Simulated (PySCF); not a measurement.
An unknown is described by computed data only.

Formula: C6H12O2Si2.

| Property | Result |
| --- | --- |
| 13C NMR | chemical shifts (computed TMS as zero) by class: 166.6 (1 C), 149.8 (1 C), 137.6 (1 C), 127.6 (1 C), 73.9 (1 C), 24.4 (1 C) ppm [GIAO PBE0/pcSseg-1] |
| 1H NMR | chemical shifts (computed TMS as zero) by class: 6.13 (1 H), 5.92 (1 H), 5.88 (1 H), 5.81 (1 H), 5.24 (3 H), 5.02 (1 H), 4.98 (1 H), 1.97 (3 H) ppm [GIAO PBE0/pcSseg-1] |
| Rotational structure | rotational constants A, B, C: 1.070, 0.849, 0.590 GHz [GFN2-xTB] |
| NMR, other nuclei | isotropic shieldings of nuclei other than C and H, by class: 244 (1 O), 284 (1 O), 378 (1 Si), 390 (1 Si) ppm [GIAO PBE0/pcSseg-1] |
| Dipole | 1.42 D [PBE0/pcSseg-1] |

The electronic properties come from PySCF, for the isolated species, density fitting. Levels stand in brackets. Isolated species at its GFN2-xTB geometry (one conformer only). NMR values are class means; diastereotopic atoms form classes of their own.

**Question.** Propose a structure and show how it fits.

**Answer.** Numbering: `[CH2:1]=[C:2]([CH3:3])[Si@@:4]1([O:5][SiH3:6])[O:7][CH2:8][C:9]1=[CH2:10]`. Its formula, C6H12O2Si2, gives 3 degrees of unsaturation: 1 ring and 2 π bonds in the structure found. 6 carbons fall into 6 classes; from least to most shielded: fully substituted alkene carbon [C9] (166.6 ppm), fully substituted alkene carbon [C2] (149.8 ppm), terminal =CH2 carbon [C1] (137.6 ppm), terminal =CH2 carbon [C10] (127.6 ppm), ring sp3 carbon bound to oxygen [C8] (73.9 ppm), allylic carbon [C3] (24.4 ppm). Hydrogen classes from least to most shielded: 1 H on a terminal =CH2 carbon, C1 (6.13 ppm), 1 H on a terminal =CH2 carbon, C1 (5.92 ppm), 1 H on a terminal =CH2 carbon, C10 (5.88 ppm), 1 H on a terminal =CH2 carbon, C10 (5.81 ppm), 3 H on an oxygen-bound silicon, Si6 (5.24 ppm), 1 H on an sp3 carbon bound to oxygen, C8 (5.02 ppm), 1 H on an sp3 carbon bound to oxygen, C8 (4.98 ppm), 3 H on an allylic carbon, C3 (1.97 ppm). The other shieldings belong to: 244 ppm, silyl ether oxygen [O7]; 284 ppm, siloxane oxygen [O5]; 378 ppm, oxygen-bound silicon [Si4]; 390 ppm, oxygen-bound silicon [Si6]. The optimised geometry has point group C1 and is an asymmetric top. Structure: `C=C(C)[Si@@]1(O[SiH3])OCC1=C`. Computed isomers that give other values at the same levels: `COC[SiH2][SiH2]c1ccco1` (13C chemical shifts (computed TMS as zero) by class: 155.7 (1 C), 153.7 (1 C), 129.1 (1 C), 116.9 (1 C), 65.2 (1 C), 62.8 (1 C) ppm); `C=C1CO[Si@@]1(O[SiH3])C1CC1` (13C chemical shifts (computed TMS as zero) by class: 168.2 (1 C), 125.5 (1 C), 73.1 (1 C), 1.7 (1 C), 1.5 (1 C), -0.4 (1 C) ppm); `C[C@@H]1C(=O)C[C@H]2[SiH2]O[SiH2][C@@H]12` (13C chemical shifts (computed TMS as zero) by class: 225.8 (1 C), 48.3 (1 C), 40.4 (1 C), 37.9 (1 C), 25.4 (1 C), 18.2 (1 C) ppm). The assignments are read from this structure; whether some other isomer fits the data as well wasn't checked. The mirror image fits equally.

Conformer computed: `[CH2:1]=[C:2]([CH3:3])[Si@@:4]1([O:5][SiH3:6])[O:7][CH2:8][C:9]1=[CH2:10]`: C1–C2–Si4–O5 7°, C2–Si4–O5–Si6 171°.
